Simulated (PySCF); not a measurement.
C3H9As.
SMILES with atom numbers: `[CH3:1][As:2]([CH3:3])[CH3:4]` (hydrogens: H5, H6, H7 on C1; H8, H9, H10 on C3; H11, H12, H13 on C4)

Computed by this run: PySCF 2.14.0, PBE0-D3(BJ)/def2-SVP geometry optimisation, gas phase; density fitting, grid level 1; the optimiser is geomeTRIC in internal coordinates, started from a GFN2-xTB structure with every atom displaced at random (about 0.01 Å).

Step 0: E = -64078.2868 eV
```
atom  x, y, z in Å  |  force x, y, z in eV/Å
C1     -0.4018    1.5930    0.3953   -0.664   0.393  -0.241
As2    -0.2160   -0.2169    1.0977    0.238  -0.084   0.004
C3      1.5736   -0.5300    0.3518    0.486   0.404   0.683
C4     -1.1712   -1.1212   -0.3467   -2.284   0.187   1.097
H5     -0.1662    1.6492   -0.6765    0.128  -0.066  -0.072
H6      0.2176    2.3146    0.9310    0.322   0.042   0.204
H7     -1.4421    1.9511    0.5112    0.086  -0.187   0.041
H8      1.6484   -0.2486   -0.6979   -0.092   0.041  -0.400
H9      1.8628   -1.5725    0.4788   -0.018  -0.418  -0.049
H10     2.3288    0.0601    0.9124   -0.282  -0.069  -0.102
H11    -0.8710   -0.7889   -1.3115    0.558   0.408  -1.224
H12    -1.0586   -2.2005   -0.2699    0.141  -0.401   0.048
H13    -2.2984   -0.9063   -0.2646    1.381  -0.251   0.012
```

Question: Estimate the geometry and energy of step 1. (The exact step hangs on the optimiser's Hessian estimate; all steps are aligned on step 0, rigid shifts and turns removed.)

Answer: E = -64078.3538 eV, largest force 0.453 eV/Å
```
atom  x, y, z in Å  |  force x, y, z in eV/Å
C1     -0.4371    1.5698    0.3717    0.039  -0.041  -0.008
As2    -0.1656   -0.2537    1.0629   -0.002  -0.008   0.018
C3      1.6512   -0.5261    0.3658   -0.016   0.010  -0.086
C4     -1.2303   -1.1148   -0.3569    0.336   0.298  -0.061
H5     -0.1590    1.6444   -0.6913    0.004   0.000   0.015
H6      0.1530    2.2910    0.9517    0.077   0.025   0.039
H7     -1.4966    1.8396    0.4831   -0.049  -0.005   0.000
H8      1.7323   -0.2648   -0.7003   -0.022  -0.020  -0.019
H9      1.9566   -1.5722    0.5083   -0.033  -0.040  -0.015
H10     2.3483    0.1037    0.9361    0.009   0.041   0.038
H11    -0.8911   -0.7936   -1.3625   -0.110  -0.125   0.226
H12    -1.2141   -2.2131   -0.2844   -0.061   0.100   0.038
H13    -2.2417   -0.7271   -0.1730   -0.170  -0.235  -0.186
```

The energy changes by -0.0669 eV. The first-order estimate −F·Δx gives -0.2530 eV and the mean of the old and new forces, exact on a quadratic surface, -0.0794 eV. The step makes an angle of 79° with the force vector and moves no atom by more than 0.209 Å.

What follows is the cost of the whole optimisation. Time: 41 s wall, 3.6 min CPU; peak memory 0.58 GiB. Hardware: an Intel Xeon Platinum 8259CL at 2.50 GHz with 4 threads, shared host.
